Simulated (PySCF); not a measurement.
Species: C7H8S.
SMILES with atom numbers: `[CH3:1]/[CH:2]=[CH:3]/[c:4]1[cH:5][cH:6][cH:7][s:8]1` (hydrogens: H9, H10, H11 on C1; H12 on C2; H13 on C3; H14 on C5; H15 on C6; H16 on C7)

Cartesian coordinates in Å at the PBE0-D3(BJ)/def2-SVP level; atoms count from 1:
```
atom  x, y, z in Å
C1    -3.0831   -0.5136   -0.5394
C2    -1.6089   -0.3485   -0.6664
C3    -0.7892    0.0243    0.3296
C4     0.6486    0.1961    0.2512
C5     1.4950    0.5718    1.2739
C6     2.8573    0.6495    0.8799
C7     3.0375    0.3326   -0.4404
S8     1.5514   -0.0605   -1.2085
H9    -3.6215    0.1517   -1.2360
H10   -3.3934   -1.5419   -0.7923
H11   -3.4308   -0.2932    0.4807
H12   -1.1762   -0.5512   -1.6552
H13   -1.2151    0.2273    1.3196
H14    1.1336    0.7835    2.2817
H15    3.6740    0.9290    1.5467
H16    3.9672    0.3093   -1.0075
```

Level of theory: PySCF 2.14.0, density-fitted response routines, TDDFT B3LYP/def2-SVPD, vertical, gas phase, core orbitals frozen in the response.

Transition dipole moments from the ground state, in atomic units and in the frame of the coordinates above (overall signs are arbitrary), for the states with f of 0.002 or more among the lowest 6:

```tsv
state	E (eV)	μx	μy	μz
S1	4.360	1.799	0.275	0.130
S2	5.119	-0.391	-0.189	-0.530
S5	5.984	-0.468	-0.146	-0.345
S6	5.995	0.002	-0.153	0.026
```

(1) Work out the oscillator strengths.

(2) The point group is Cs. Which irreducible representation does each state belong to?

(3) What angle do the transition dipoles of S1 and S2 make?

(4) What peak molar absorption coefficient would the strongest computed level give as a lone Gaussian band 0.4 eV wide at half height?

Results:

(1) f = (2/3) ΔE |μ|² with ΔE in hartree (27.2114 eV).

```
state  |μ|² (au)  |μ| (D)      f
   S1      3.330     4.64  0.356
   S2      0.470     1.74  0.059
   S5      0.359     1.52  0.053
   S6      0.024     0.39  0.004
```

(2) The ground state is totally symmetric, so the direction of μ fixes the label. Polarised normal to the mirror plane, so A″: S6. Polarised in the mirror plane, so A′: S1, S2 and S5.

(3) |cos θ| = |μa·μb| / (|μa| |μb|) = 0.66, so θ ≈ 49° (taken between 0 and 90°, since the signs are arbitrary).

(4) ε(max) = 2.175×10⁸ f / FWHM, with the width in cm⁻¹. S1: 2.175×10⁸ × 0.3557 / 3226 ≈ 24000 L mol⁻¹ cm⁻¹.

One conformer stands for the species.
